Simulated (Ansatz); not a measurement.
C2H9BOSi (`BCC(O)[SiH3]`), relaxed with RKS PBE-D4/def2-SVP in the Gaussian-basis code of Ansatz from a rough embedded geometry. The force threshold is 0.03 eV/Å; the program also tests the step.

Charge 0, multiplicity 1.

Start:

```xyz
14

B     1.117    1.853   -0.573
C     0.875    0.345   -0.474
C    -0.452    0.070    0.223
O    -0.493    0.455    1.497
Si   -0.825   -1.796    0.172
H     1.280    2.440   -1.641
H     1.215    2.551    0.391
H     1.670   -0.128    0.063
H     0.896   -0.079   -1.548
H    -1.274    0.549   -0.368
H    -1.356    0.537    1.834
H     0.251   -2.527    0.850
H    -0.831   -2.208   -1.226
H    -2.073   -2.062    0.800
```

Problem. How much energy does the relaxation release, and in how many steps? (Best estimate.)

Solution. Computed: 15.77 kcal/mol, in 16 steps, 2 of them rejected.

Problem. Which bonds change most? (Best estimate.)

Solution. Ansatz gave: C3–O4 from 1.331 to 1.439 Å; Si5–H14 from 1.422 to 1.508 Å; Si5–H13 from 1.458 to 1.509 Å; O4–H11 from 0.930 to 0.975 Å.

Problem. Give the relaxed structure. (Best estimate.)

Solution. The calculation gave: 
```xyz
14

B     1.152    1.940   -0.558
C     0.823    0.410   -0.547
C    -0.467    0.038    0.185
O    -0.283    0.473    1.544
Si   -0.854   -1.845    0.169
H     2.286    2.330   -0.781
H     0.260    2.764   -0.444
H     1.682   -0.200   -0.189
H     0.740    0.163   -1.638
H    -1.310    0.594   -0.299
H    -1.138    0.387    2.004
H     0.325   -2.602    0.715
H    -1.170   -2.348   -1.218
H    -2.046   -2.104    1.057
```
